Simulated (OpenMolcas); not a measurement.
# V2+: moving or changing the point charges

V2+ among 6 point charges of -2 e arranged as a trigonal antiprism (D3d), 1.95 Å from the ion, with a polar angle of 53.1° against the regular 54.74°. The active orbitals were held to one l.

| Property | Result |
| --- | --- |
| Program | OpenMolcas 26.06 |
| Method | CASSCF |
| Basis | ANO-RCC-VTZP [6s5p3d2f1g] |
| Scalar Hamiltonian | DKH2, point nucleus |
| Active space | 3 electrons in 5 orbitals (3d) |
| State averaging | 2S+1 = 4 even, 10 roots; 2S+1 = 2 even, 40 roots |
| Spin-orbit coupling | state interaction with AMFI integrals over the reference wave functions |

Runs around this geometry, states (labels of D3, the rotations of D3d). Energies in cm-1 above the lowest state or level, χT in cm3 K/mol.

```
R (Å)  q (e)  Polar angle / regular  Ground state  First state of that spin  First gap with spin-orbit (degeneracies)  χT at 300 K  First state of another spin
 1.95     -2                   0.89           4A2                   4E 5047                                6.5 (2, 2)        1.837                     2E 11217
 1.95   -1.3                   0.97           4A2                   4E 5764                                1.6 (2, 2)        1.835                     2E 15830
 1.95     -2                   0.97           4A2                   4E 4625                                3.3 (2, 2)        1.830                     2E 13151
 2.16     -2                   0.97           4A2                   4E 5302                                2.1 (2, 2)        1.831                     2E 15714
```

Scaling the charges by -1.3 / -2 = 0.65 scales the first state of the same spin by 5764 / 4625 = 1.25; with fixed orbitals a first-order splitting would follow the charge.

Without dynamic correlation the repulsion within the d shell is too large (B by tens of per cent), so at a given field states of lower spin stand too high. Point charges carry no covalency, so the field is a model and not that of real ligands. No measured value stands beside these numbers.
